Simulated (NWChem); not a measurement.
Molecule: C2H4Cl2OSi; SMILES Cl[Si]1(OCC1)Cl

```xyz
10

Cl    -0.0285    -1.2035    -1.6514
Si    -0.0423     0.0100     0.0000
Cl    -0.0285    -1.2035     1.6514
C     -1.1408     1.5167     0.0000
C      0.2171     2.2584     0.0000
O      1.1637     1.1633     0.0000
H     -1.7538     1.6741    -0.8978
H     -1.7538     1.6741     0.8978
H      0.3718     2.8812     0.8954
H      0.3718     2.8812    -0.8954
```
Atoms are numbered in this order, from 1.

Program: NWChem. Pople sets run with spherical d functions. Coordinates come from a PBE0/def2-SVP optimisation. Static field.

| level | basis functions | isotropic polarisability (bohr³) | anisotropy (bohr³) |
|---|---|---|---|
| B3LYP/6-31G* | 104 | 59.6 | 22.4 |
| B3LYP/6-31+G* | 128 | ? | ? |
| B3LYP/def2-SVP | 116 | 58.2 | 20.7 |
| B3LYP/def2-SVPD | 173 | 76.3 | 20.0 |

**Question.** What belongs in the gaps?

**Answer.** 
- B3LYP/6-31+G*, isotropic polarisability (bohr³): 68.6
- B3LYP/6-31+G*, anisotropy (bohr³): 21.7
